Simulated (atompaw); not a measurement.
Before and after: PAW (atompaw) potential for Tb (Z = 65)

- Element: Tb
- Generator: atompaw 4.2.0.5
- Type: PAW
- Functional: LDA (PW92)
- Relativity: scalar-relativistic
- Frozen core: [Xe]
- Valence charge: 11
- Reference configuration: 4f9 5d0 6s1.5 6p0 (charge +0.5)
- Partial waves: 6s (bound): rc 3.00 bohr; 6s channel at 0.05 Ry: rc 3.00 bohr; 6p (bound, empty): rc 3.00 bohr; 6p channel at 1.3 Ry: rc 3.00 bohr; 5d (bound, empty): rc 3.00 bohr; 5d channel at 2.1 Ry: rc 3.00 bohr; 4f (bound): rc 0.95 bohr; 4f channel at -0.15 Ry: rc 0.95 bohr
- Local potential: troulliermartins scheme with l = 4 at 0.5 Ry, radius 2.40 bohr
- Core correction: smooth core density matched at 3.00 bohr
- Augmentation charge: besselshape compensation charge, radius 2.40 bohr; PAW radius 3.00 bohr; waves and projectors: custom polynom2 7 10 vanderbiltortho

Change: augmentation besselshape compensation charge, radius 2.40 bohr; PAW radius 3.00 bohr; waves and projectors: custom rrkj vanderbiltortho.

Cutoffs: the cutoffs (Ry, on a coarse ladder) from which the occupation-weighted sum of valence levels, in a spherical-Bessel basis at the reference potential, stays within 10 and 1 mRy of its value at 400 Ry; they do not see the model core or the augmentation charge, which bear on the density cutoff.

Problem. What does the change do?

Solution. The bound ghosts move from s to p, s; the f channel binds one level more than in the base.

```csv
quantity,base,changed
"cutoffs, loose and tight",not determined,"230 Ry, over 300 Ry"
bound ghosts,s,"s, p"
s: phases at 3.01 bohr within 0.05 rad from the reference energy up to (Ry; the scan ends near 5),2.6,2.5
p: phases at 3.01 bohr within 0.05 rad from the reference energy up to (Ry; the scan ends near 5),4.0,to the end of the scan
d: phases at 3.01 bohr within 0.05 rad from the reference energy up to (Ry; the scan ends near 5),to the end of the scan,to the end of the scan
f: phases at 3.01 bohr within 0.05 rad from the reference energy up to (Ry; the scan ends near 5),to the end of the scan,4.8
lowest overlap eigenvalue by channel,"s 0.35, p 0.78, d 0.86, f 0.70","s 0.54, p 0.71, d 0.83, f 0.92"
```

 A true bound ghost makes a file unfit for plane-wave use even where its test errors are small: the radial tests pick states by their node count and pass the ghost by. The cutoffs see the waves, projectors and local potential, not the compensation charge or the core.
